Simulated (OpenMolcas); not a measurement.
## Ce3+ in linear coordination: ligands and hosts compared

```
Program             : OpenMolcas
Method              : CASSCF
Active space        : 1 electron in 7 orbitals (4f)
Spin-orbit coupling : state interaction with AMFI integrals over the reference wave functions
```

Distances were set from a Shannon-type radius of the metal (high-spin where two are listed) plus a fixed donor radius (Br 1.91, F 1.31, Cl 1.76, O 1.38 Å). Anionic complexes are neutralised by point charges, and hosts are embedded clusters. Ligand basis ANO-RCC-VDZP. States (labels by Λ). Energies in cm-1 above the lowest state or level, χT in cm3 K/mol.

```tsv
Ligand or host	R (Å)	Metal basis	Outer charge (e at Å behind ligand)	Ground state	First state of that spin	First gap with spin-orbit (degeneracies)	Width of lowest J	χT at 300 K
Br	2.66	ANO-RCC-VDZP		2Φ	2Δ 787.7	925.8 (2, 2)	2103	0.666
F	2.06	ANO-RCC-VTZP		2Φ	2Δ 973.0	1216 (2, 2)		0.640
Cl	2.51	ANO-RCC-VDZP		2Φ	2Δ 789.1	949.2 (2, 2)		0.663
O	2.13	ANO-RCC-VTZP	0.5 at 2.8	2Φ	2Δ 1685	1938 (2, 2)		0.606
```

The rows also differ in their metal basis and outer charges, so part of each step comes from that.

The oxide ions are held by bare point charges, a crude embedding (holds for O). No measured value stands beside these numbers; the geometry is a model, was not optimised and need not be the one that this ion takes.
